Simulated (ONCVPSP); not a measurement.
## Potentials for carbon (C) compared

Generated with ld1.x 7.5 (TM, RRKJ, ultrasoft, PAW), atompaw 4.2 or ONCVPSP 4.0.1. The cutoff is in Ry: for ld1.x and atompaw files where the sum of valence levels is converged to 10 mRy in a Bessel basis, for ONCV files where the hardest occupied wave has 1 mHa per electron of residual kinetic energy. The error is the largest all-electron minus pseudo excitation energy over each file’s own four to seven test configurations (ionisations up to +4, promotions, holes and added fractions of an electron), all of which were solved. The labels leave out finer settings (local radius, basis sizes, second energies), which also bear on the numbers. Spin-polarised tests are not counted. The rows are a selection from randomly drawn settings: files with unsolved tests, undetermined cutoffs or missed reference levels are left out.

A true bound ghost makes a file unfit for plane-wave use even where its test errors are small: the radial tests pick states by their node count and pass the ghost by.

| potential | cutoff (Ry) | largest error (meV) | bound ghosts |
| --- | --- | --- | --- |
| ONCV, Wu-Cohen, scalar-relativistic, rc 1.05/1.45/1.25 (spd), local smoothed, core correction yes, reference 2s1.5 2p2.5, qcut 7.2/6.4/8.2, projectors 2/2/2 | 40 | +104 | none |
| ONCV, PBEsol, scalar-relativistic, rc 1.30/1.50 (sp), local smoothed, core correction yes, reference 2s1.5 2p2.5, qcut 4.3/4.4, projectors 1/2 | 152 | +348 | none |
| ONCV, PBE, scalar-relativistic, rc 0.90/2.30/1.85 (spd), local smoothed, core correction no, reference 2s1.75 2p2.25, qcut 6.3/4.8/4.6, projectors 3/2/3 | 39 | +691 | s |
| ONCV, BLYP, scalar-relativistic, rc 1.05/1.95 (sp), local smoothed, core correction yes, reference 2s2 2p2, qcut 7.7/7.7, projectors 3/1 | 42 | +305 | none |
| ONCV, PBE, scalar-relativistic, rc 1.30/1.70 (sp), local smoothed, core correction no, reference 2s2 2p1, qcut 5.4/6.4, projectors 2/2 | 35 | +337 | none |
| ONCV, BLYP, scalar-relativistic, rc 1.35/2.65/2.55 (spd), local smoothed, core correction no, reference 2s2 2p1.5, qcut 4.5/5.7/3.3, projectors 2/1/2 | 82 | +615 | none |
| ONCV, PBEsol, scalar-relativistic, rc 0.90/1.50/1.10 (spd), local smoothed, core correction no, reference 2s2 2p1, qcut 6.4/11.1/9.2, projectors 2/2/1 | 54 | +194 | none |

Q: Fill in the row for C: ONCV, Wu-Cohen, scalar-relativistic, rc 0.95/3.20 (sp), local s, core correction yes, reference 2s1.75 2p2.25, qcut 7.8/4.8, projectors 0/2.

A: cutoff 40 Ry, largest error +2397 meV, bound ghosts: none.
